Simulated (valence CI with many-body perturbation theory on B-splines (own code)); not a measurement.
Er17+: key properties

Method: relativistic CI+MBPT: five valence electrons over a frozen Dirac-Fock core [Kr] 4d10, radial functions for each j: 7 s, 7 p, 7 d, 7 f, 4 g, 2 h, with the one-electron correlation potential Σ1, the two-electron term Σ2, the three-electron term Σ3, Breit, model QED; selected CI, second order for the rest (own B-spline code, finite nucleus).

No measured levels were compared; by estimate terms of the open shell hold to a few per cent of their energy, and close levels can change places. Core correlation moves these levels by up to 3400 cm⁻¹, and in measured spectra 5 to 20 % of such shifts remained as error; rates that hang on mixing are uncertain with them. Among the levels kept, up to 1100 cm⁻¹ of a level comes from second order outside the variational space, and about a tenth of that is noise between levels of different J, which matters for small intervals. Only levels of the ground parity were solved; by the run's estimate the other parity begins above the list, which can be wrong where configurations are misplaced.

Rates and lifetimes use the calculated energies. Strong lines usually hold to 10 to 20 %, long lifetimes can be off by a factor of two.

(1) What is the ground level?

(2) Name the longest-lived excited levels whose lifetime is computed, and their main decay.

(3) How well does LS coupling describe the low levels?

(4) How is the term 6H° of the ground level split?

(5) What is the ionisation energy?

Answers

(1) 4f5 6H°_5/2, composition 88 % 4f5 6H° + 11 % 4f5 4G°, g = 0.321.

(2) 4f5 6F°_1/2 at 14132 cm⁻¹ lives 744 s, mostly by E2 to 4f5 6H°_5/2.

(3) Among the lowest 20 levels the leading LS term, summed over configurations, holds 79 % on average. For single configurations the figures are 78 % in LS and 48 % in jj coupling. Terms mix most in the J = 13/2 level at 40520 cm⁻¹, where the leading one holds 32 %.

(4) J = 5/2 at 0.0, J = 7/2 at 3722, J = 9/2 at 7663, J = 11/2 at 11612, J = 13/2 at 15454, J = 15/2 at 19055 cm⁻¹.

(5) 400.69 eV; NIST lists 415 ± 21 eV (theoretical).
